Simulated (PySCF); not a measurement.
# C₆ coefficients of unlike pairs at PBE

Calculated with PySCF 2.14 from the dipole response of each species, C₆(A,B) = (3/π) ∫ α_A(iu) α_B(iu) du, in atomic units, from isotropic polarisabilities. For ions this is the dispersion term alone; charge-induced terms of lower order in 1/R come first.

```csv
species,configuration,basis,relativity,α (bohr³),C₆ (like pair)
Ag⁺,[Kr] 4d10 (1S),"x2c-QZVPPall with one added diffuse shell each of s, p, d, f, g type (14s9p8d5f3g)",spin-free X2C,10.69,64.25
Ni,[Ar] 3d8 4s2 (3F),aug-cc-pVDZ-DK (7s6p4d2f),spin-free X2C,46.51,365.5
P,[Ne] 3s2 3p3 (4S),"aug-cc-pCVTZ-DK with one added diffuse shell each of s, p, d, f type (9s8p6d4f)",spin-free X2C,27.68,206.0
Te³⁺,[Kr] 4d10 5s2 5p1 (2P),aug-cc-pV5Z-PP with ECP28MDF (8s8p6d4f3g2h),core potential,10.38,53.43
```

Question: Estimate C₆ for Te³⁺ with Ni.

Answer: The integral gives 125.4. The combination rule 2 C_A C_B / (C_A α_B/α_A + C_B α_A/α_B) gives 121.7 and the geometric mean 139.7.

No spin-orbit coupling is included.

The other pairs:

```csv
pair,C₆
"P, Ni",268.8
"Ni, Ag⁺",132.5
"P, Ag⁺",106.4
"Te³⁺, P",100.1
"Te³⁺, Ag⁺",58.30
```
